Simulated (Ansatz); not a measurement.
Reaction (hydrogen abstraction from the In–H bond): `C[CH2][InH][OH]` + H• → `C[CH2][In][OH]`• + H₂

Program: Ansatz. Geometries: PBE0-D4/def2-TZVP. ΔE: electronic, gas phase. CBS: MP2 limit from def2 TZ/QZ plus the TZ coupled-cluster correction, frozen cores. This one scheme is used for every species, atoms too. Functionals use def2-TZVPP. HSE06 is defined as in plane-wave codes. No spin–orbit coupling; open shells (•) take unrestricted orbitals. def2 core potentials past Kr. For In outer-core shells are correlated without core-valence functions, so the limit isn't a true one: a few kJ/mol of doubt a bond, and 10 to 20 or more in all where bonds break to atoms. One conformer a species, not always the lowest.

(1) Is it downhill or uphill in electronic energy at CCSD(T)/CBS, and by how much? (An estimate is asked.)

(2) What do these levels give: HSE06-D4, CAM-B3LYP-D4, ωB97X-V, r2SCAN, HSE06, CCSD(T)/def2-SVP? (An estimate is asked.)

Largest T1 diagnostic among the species: 0.018.

Results:

(1) Computed: Downhill: ΔE = -161.6 kJ/mol.

(2) The calculation gave: HSE06-D4 -159.6, CAM-B3LYP-D4 -165.8, ωB97X-V -148.9, r2SCAN -174.0, HSE06 -159.2, CCSD(T)/def2-SVP -150.3 kJ/mol.

Leaving LDA and LC-ωPBE aside and taking each functional with its dispersion term where it has one, the values, not all of them listed here, spread over 45.3 kJ/mol, from BLYP-D4 to PBE-QIDH. LDA lies +7.3 kJ/mol from PBE without D4. In def2-TZVPP, CCSD(T) changes the Hartree–Fock value by −25.9 kJ/mol (the triples alone add +0.1 kJ/mol) and MP2 by −14.1 kJ/mol.
